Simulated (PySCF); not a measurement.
Species: BGeH5.
SMILES with atom numbers: `[BH2:1][GeH3:2]` (hydrogens: H3, H4 on B1; H5, H6, H7 on Ge2)

Theory: core-valence-separated Tamm–Dancoff BHandHLYP/aug-pcX-1 (pcseg-1 on H, def2-SVPD on Ge) in PySCF, non-relativistic, gas phase, PBE0-D3(BJ)/def2-SVP geometry.

Computed boron K-edge spectrum, Gaussian lines of 0.6 eV full width, highest printed point 100; it ends one width below the last computed root. The energies are unshifted.

(photon energy (eV), absorption): (184.2, 1), (184.4, 7), (184.6, 31), (184.8, 76), (185.0, 100), (185.2, 71), (185.4, 27), (185.6, 6), (185.8, 1), (186.0, 0), (186.2, 0), (186.4, 0), (186.6, 0), (186.8, 0), (187.0, 0), (187.2, 0), (187.4, 0), (187.6, 0), (187.8, 0), (188.0, 0), (188.2, 0), (188.4, 0), (188.6, 0), (188.8, 0), (189.0, 0), (189.2, 0), (189.4, 0), (189.6, 0), (189.8, 0), (190.0, 0), (190.2, 0), (190.4, 0), (190.6, 0), (190.8, 0), (191.0, 0), (191.2, 1), (191.4, 6), (191.6, 21), (191.8, 41), (192.0, 50), (192.2, 46)

Task: Where are the maxima, and which lines make them up?

Result: 2 maxima:
- 185.0 eV: B1 (three-coordinate boron), 184.99 eV, f = 0.089, 100 % of the height at the exact maximum
- 192.0 eV: B1 (three-coordinate boron), 192.04 eV, f = 0.023, 50 % of the height at the exact maximum; B1 (three-coordinate boron), 191.86 eV, f = 0.021, 39 % of the height at the exact maximum

Roots within 0.03 eV on the same or equivalent atoms count as one line; shares under 12 % aren't listed.

Vibrational structure and lifetime widths aren't in the curve. The ionisation threshold wasn't computed; near and above it a finite basis only mimics Rydberg series and continuum. Relativistic effects, spin–orbit coupling among them, are left out although an element past zinc is present.
